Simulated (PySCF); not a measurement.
Compound: C7H16FNSi.
Cartesian coordinates in Å at the PBE0-D3(BJ)/def2-SVP level; atoms count from 1:
```
atom  x, y, z in Å
C1    -2.1316   -0.0746   -0.8929
C2    -1.5164   -0.1405    0.5038
C3    -2.3497    0.6093    1.5402
Si4    0.2882    0.4229    0.4866
C5     0.4366    2.2227   -0.0278
N6     1.1875    0.0546    1.9343
C7     2.1650   -1.0071    1.7752
C8     2.5814   -0.9917    0.3033
C9     1.3454   -0.7904   -0.5577
F10    0.6444   -1.9991   -0.6474
H11   -3.1682   -0.4527   -0.8917
H12   -2.1674    0.9591   -1.2760
H13   -1.5592   -0.6834   -1.6105
H14   -1.4547   -1.2032    0.7995
H15   -2.4199    1.6849    1.3049
H16   -1.9259    0.5191    2.5537
H17   -3.3822    0.2211    1.5826
H18   -0.0288    2.4068   -1.0090
H19   -0.0519    2.8864    0.7035
H20    1.4963    2.5154   -0.0843
H21    0.8857    0.2430    2.8812
H22    3.0464   -0.8443    2.4208
H23    1.7615   -2.0075    2.0325
H24    3.1179   -1.9098    0.0130
H25    3.2588   -0.1380    0.1280
H26    1.6084   -0.4849   -1.5834
```

Computed with PySCF at PBE0/pcSseg-1, non-relativistic, on one gas-phase PBE0-D3(BJ)/def2-SVP geometry that isn't relaxed in the solvent. The solvent is an IEF-PCM continuum (van der Waals radii × 1.2). The model holds no explicit solvent molecules, cavitation or dispersion.

Gas phase at PBE0/pcSseg-1: HOMO -6.38 eV, LUMO 1.04 eV, dipole 1.58 D.

What does the continuum do to the energy, the frontier levels and the dipole at PBE0/pcSseg-1 in tetrahydrofuran and water?

```csv
solvent,ε,E(solvent) − E(gas) (kcal/mol),polarisation term (kcal/mol),distortion of the solute (kcal/mol),HOMO (eV),LUMO (eV),dipole (D)
tetrahydrofuran,7.426,-3.33,-3.62,0.29,-6.30,1.22,2.00
water,78.36,-4.16,-4.63,0.47,-6.30,1.26,2.12
```

Polarisation term: ½ Σ q·V over the induced surface charges. Distortion: the rise of the solute's own energy as its density leaves the gas-phase optimum. From tetrahydrofuran to water the lowering changes by a factor 1.25, Onsager's factor (ε − 1)/(2ε + 1) by 1.21 and ε itself by 10.6.

Which radius a makes the point-dipole formula ΔE = −[(ε − 1)/(2ε + 1)]·μ²/a³ give the value in water, with the gas-phase dipole?

μ = 0.623 au and |ΔE| = 0.00662 Eh give a = 1.62 Å; the farthest nucleus lies 3.68 Å from the centroid of the nuclei, so such a sphere wouldn't even hold the nuclei. The formula assumes a rigid point dipole at the centre of a sphere.

Give the dipole vector in the frame of the coordinates (D, pointing from negative to positive charge), gas and water.

Gas (0.59, 1.24, 0.79), solvent (0.75, 1.74, 0.95). Its length changes by +34 % and its direction by 4°.

Which Hirshfeld charges (PBE0/pcSseg-1) respond most in tetrahydrofuran (means over atoms taken as equivalent)?

```csv
atoms,environment,gas (e),solvent (e),change
F10,alkyl fluorine,-0.115,-0.129,-0.014
H21,N–H hydrogen,+0.112,+0.119,+0.007
H26,methine hydrogen,+0.036,+0.041,+0.005
H25,methylene hydrogen,+0.044,+0.049,+0.005
H14,methine hydrogen,+0.032,+0.029,-0.003
N6,silicon-bound nitrogen,-0.251,-0.254,-0.003
```
